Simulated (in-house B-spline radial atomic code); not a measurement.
**Pr⁵²⁺: [He] 2s2 2p3**

Computed with a B-spline radial code for spherical atoms: Dirac-Kohn-Sham relativistic LDA, spherical fractional occupations, Fermi nucleus of rms radius 4.8919 fm.

Effective charges: Z_r = [3n² - l(l+1)]/(2<r>) from the radius, Z_e = n√(-2ε) from the energy, and Slater's rules. Values are occupation-weighted means over j. An effective charge above Z reflects the relativistic contraction of the inner shells.

| shell | electrons | ε (eV) | <r> (bohr) | Z_r | Z_e | Slater |
| --- | --- | --- | --- | --- | --- | --- |
| 1s | 2 | -46216 | 0.02413 | 62.16 | 58.28 | 58.70 |
| 2s | 2 | -10785 | 0.09916 | 60.51 | 56.31 | 55.90 |
| 2p | 3 | -10214 | 0.08637 | 57.89 | 54.80 | 55.90 |

The least bound orbital is 2p3/2 at -10040 eV, while the most diffuse is 2s1/2 (<r> = 0.09916 bohr against 0.08829 bohr): energy order and size order differ.

Spin-orbit splittings of the orbital energies (j = l + 1/2 above j = l - 1/2 when positive): 2p 525 eV.

For the 1s electron the small component carries 4.76 % of the norm, the zero-frequency Breit interaction raises the level by 96.9 eV, self-energy by 67.5 eV, and vacuum polarisation lowers it by 10.2 eV.
